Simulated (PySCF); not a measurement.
Au₂H₈S₂Si₄, SMILES [Au][S][SiH2][SiH2][SiH2][SiH2][S][Au], multiplicity 1.

The structure is a stationary point at PBE0-D3(BJ)/def2-SVP. The spin state was assumed, not searched. The def2 effective core potentials stand for the cores of Au; spin–orbit coupling is left out. Other conformers were not sampled.

These are ωB97X/def2-SVP (PySCF) values and carry that method's errors.

Symmetry labels are those of the subgroup C2 that the program uses (full group C2).

Computed valence orbital energies around the gap with their symmetry:
```
orbital  symmetry  energy (eV)
-------  --------  -----------
HOMO−7          A       -11.21
HOMO−6          A       -10.82
HOMO−5          B       -10.72
HOMO−4          A       -10.18
HOMO−3          B        -9.72
HOMO−2          A        -9.01
HOMO−1          A        -9.00
HOMO            B        -8.99
LUMO            B        -1.40
LUMO+1          A        -1.26
LUMO+2          B         1.28
LUMO+3          A         1.58
```
